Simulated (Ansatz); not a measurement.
Geometry optimisation, RKS PBE0-D4/def2-SVP (Ansatz).

Input file:

```yaml
crystal:
  periodic: [false, false, false]
  atoms:
    - { symbol: Al, position_ang: [-0.055464, -0.43518, 0.083498] }
    - { symbol: H, position_ang: [-0.244892, -0.376677, 1.638222] }
    - { symbol: O, position_ang: [1.553603, -0.444748, -0.463487] }
    - { symbol: H, position_ang: [1.820679, -0.509398, -1.381848] }
    - { symbol: O, position_ang: [-1.322833, -0.644712, -1.031809] }
    - { symbol: H, position_ang: [-2.262185, -0.601248, -0.852552] }
    - { symbol: O, position_ang: [0.023367, 2.269795, 1.293614] }
    - { symbol: H, position_ang: [0.972747, 2.443583, 1.30361] }
    - { symbol: H, position_ang: [-0.062621, 1.467986, 1.862053] }
basis:
  gaussian: { orbitals: def2-SVP }
hamiltonian:
  xc: pbe0
  dispersion: d4
relax:
  f_tol: 0.03
  max_steps: 50
```

Launched with:

```bash
$ ansatz run input.yaml --threads 2 --pin off --max-ram 3072MiB --backend cpu --events-out ev --progress --plain --runs-dir out
```

Where does it end, and by what steps?

The run converged. After 13 steps the energy has fallen by 0.814 eV; H8 moved furthest, 1.03 Å. Joined: Al1–O7 (2.96 → 2.00 Å).

```csv
step,energy less start (eV),largest force component (eV/Å),accepted
0,0.0000,1.036,yes
1,-0.0906,1.566,yes
2,-0.2739,1.991,yes
3,-0.5363,0.991,yes
4,-0.6467,0.601,yes
5,-0.7080,0.514,yes
6,-0.7449,0.696,yes
7,-0.7713,0.249,yes
8,-0.7969,0.315,yes
9,-0.8079,0.246,yes
10,-0.8122,0.069,yes
11,-0.8137,0.054,yes
12,-0.8142,0.031,yes
13,-0.8144,0.017,yes
```

```xyz
9
Properties=species:S:1:pos:R:3
Al -0.151 -0.173 0.327
H -0.382 -0.943 1.701
O 1.486 0.112 -0.230
H 1.836 -0.202 -1.064
O -1.312 -0.249 -0.932
H -2.196 -0.602 -0.825
O 0.043 1.709 0.976
H 0.941 1.719 0.569
H 0.158 1.798 1.930
```

Whether the end is a true minimum wasn't checked by a vibrational analysis.

Time of the run: 18 s on 2 threads of Arm Neoverse V2 (shared host), peak memory 0.16 GiB.
